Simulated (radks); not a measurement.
Problem. Valence configurations of Fe II (all share [Ar]). All-electron calculation, non-relativistic Kohn-Sham, PBEsol, spin-polarised, spherical densities, point nucleus; open shells are filled with parallel spins first. Program: a radial shooting solver on a logarithmic mesh with Libxc functionals. Order these by energy: 3d7; 3d3 4s1 4p3; 3d6 4s1; 3d6 4p1; 3d5 4s1 4p1; 3d6.5 4p0.5; 3d5.5 4s1 4p0.5; 3d6.5 4s0.5; 3d6 4s0.5 4p0.5; 3d4 4s1 4p2.

Solution. From the lowest, in eV above it: 3d6.5 4s0.5 0.000; 3d6 4s1 0.073; 3d7 0.288; 3d6.5 4p0.5 2.404; 3d6 4s0.5 4p0.5 2.624; 3d5.5 4s1 4p0.5 3.332; 3d6 4p1 5.184; 3d5 4s1 4p1 7.494; 3d4 4s1 4p2 25.388; 3d3 4s1 4p3 49.398. NIST lists [Ar] 3d6 4s1 as the ground configuration; this level of theory puts 3d6.5 4s0.5 lower, by 0.073 eV. The energies are those of spherical high-spin densities, not of single terms.
